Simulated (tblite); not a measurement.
C4H11N3P2.
Atom-mapped SMILES: `[CH3:1][N:2]1[CH:3]=[CH:4][N:5]([CH3:6])[P:7]1(=[NH:8])[PH2:9]` (hydrogens: H10, H11, H12 on C1; H13 on C3; H14 on C4; H15, H16, H17 on C6; H18 on N8; H19, H20 on P9)

Computed geometry: GFN2-xTB, gas phase.

(1) Give the optimised bond lengths and angles.

Answers

(1) 
```tsv
bond	length (Å)
C1–N2, N5–C6	1.435
N2–C3, C4–N5	1.395
C3=C4	1.334
P7=N8	1.552
P7–P9	2.200
N2–P7, N5–P7	1.703
C1–H10 and 5 like bonds	1.094
C3–H13, C4–H14	1.073
N8–H18	1.011
P9–H19	1.396
P9–H20	1.385
```

Bonds in one row agree within 0.01 Å and their mean is given. A selection of angles:
```tsv
angle	degrees
C1–N2–C3	123.6
C1–N2–P7	122.6
C3–N2–P7	112.6
N2–C3–C4	112.0
C6–N5–P7	121.8
N5–P7–N8	122.7
N5–P7–P9	107.3
N8–P7–P9	102.6
N2–P7–N5	88.8
N2–P7–N8	122.0
N2–P7–P9	113.1
H18–N8–P7	116.2
```

Dihedral angles: C1–N2–C3–C4 177° (antiperiplanar); N2–C3–C4–N5 0° (synperiplanar); C3–C4–N5–C6 -176° (antiperiplanar); C4–N5–P7–N8 140° (anticlinal); C1–N2–P7–N5 -179° (antiperiplanar); H18–N8–P7–N5 -57° (synclinal). The mirror-image conformer, all signs reversed, is as good.

P9 (three-coordinate phosphorus) is pyramidal (angles 93.1°, 92.3° and 90.2°, sum 275.7°, 0.87 Å off the plane of its three neighbours). N2 (nitrogen bonded to 2 C and P) is almost planar (angles 123.6°, 122.6° and 112.6°, sum 358.8°, 0.10 Å off the plane of its three neighbours). The 5-membered ring N2–C3–C4–N5–P7 has internal angles of 88.8° to 112.8° (sum 538°, against 540° for a flat polygon); it is slightly puckered (a soft mode that the optimisation may not have finished), 0.06 Å rms from its mean plane, widest ring torsion 12°. N8 (nitrogen bonded to P and H) is bent (angle 116.2°). P7 (phosphorus bonded to 3 N and P) has angles from 88.8° to 122.7°. The N–P distances run from 1.552 Å (P7=N8, drawn double) to 1.706 Å (N2–P7, drawn single), a spread of 0.154 Å. The C–N distances run from 1.394 Å (C4–N5, drawn single) to 1.436 Å (N5–C6, drawn single), a spread of 0.042 Å.

Point group: C1 (no symmetry element, even within 0.4 Å). Its GFN2-xTB frequencies are all real (lowest 69 cm⁻¹). One conformer, not necessarily the lowest (N5–P7–P9–H 81° and 174°, C1–N2–C3–C4 177°, C3–C4–N5–C6 -176°, C4–N5–P7–N8 140°, C1–N2–P7–N5 -179°). 2 starts were optimised and ended at 0.00 and 0.44 kcal/mol (GFN2-xTB); the lowest of these is shown.
